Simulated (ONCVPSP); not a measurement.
## u(r) = r·R(r): atom against pseudo-atom (oxygen)

Columns: radius, all-electron u(r) and pseudo u(r) of the 2s shell (level -24.28 eV) of oxygen in the configuration [He] 2s1 2p5; Wu-Cohen, scalar-relativistic, ONCV scheme, ONCVPSP 4.0.1.

```
r (bohr)  all-electron  pseudo
   0.053       -0.3441  0.0554
   0.105       -0.4213  0.1118
   0.158       -0.3542  0.1729
   0.210       -0.2159  0.2376
   0.262       -0.0475  0.3071
   0.315        0.1296  0.3823
   0.368        0.2975  0.4607
   0.420        0.4458  0.5388
   0.473        0.5766  0.6175
   0.525        0.6839  0.6914
   0.578        0.7727  0.7612
   0.630        0.8406  0.8219
   0.683        0.8921  0.8739
   0.735        0.9272  0.9138
   0.788        0.9495  0.9419
   0.840        0.9600  0.9570
   0.893        0.9610  0.9605
   0.945        0.9540  0.9539
   0.998        0.9403  0.9402
   1.050        0.9216  0.9216
   1.102        0.8989  0.8988
   1.155        0.8725  0.8725
   1.208        0.8437  0.8437
   1.260        0.8137  0.8137
   1.313        0.7820  0.7820
   1.365        0.7503  0.7503
```

(1) How many radial nodes do the two functions have?

(2) At about which radius was the pseudo-wave matched?

(3) Where does each function peak?

(4) Is the pseudo-wave norm-conserving?

## Answers

(1) The all-electron 2s function has n − l − 1 = 1; the pseudo-wave has 0, since the states of the same l below it are removed with the core.

(2) 0.95 bohr. The columns agree to 0.0005 from 0.89 bohr on; several derivatives are matched, so the curves merge somewhat inside the radius.

(3) Outermost all-electron maximum near 0.89 bohr, pseudo maximum near 0.89 bohr (to the table’s step).

(4) Yes: the ONCV scheme keeps the norm inside the radius equal to the all-electron one, which fixes the energy derivative of the logarithmic derivative at the level.
